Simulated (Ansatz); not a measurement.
`[GeH][Br]` at its PBE0-D4/def2-TZVP geometry, where that method's forces vanish. Charge 0, multiplicity 1.

```xyz
3

Ge   -0.0446    0.1950    0.8968
Br   -0.0528    1.1087   -1.2563
H     0.0974   -1.3037    0.3595
```

Question: What forces (eV/Å) does ωB97M-V/def2-TZVPP give on these atoms in Ansatz? (Estimate.)

Answer: The calculation gave: 
```
Ge1  0.011 -0.111 -0.061
Br2  0.000 -0.010  0.020
H3  -0.011  0.122  0.041
```
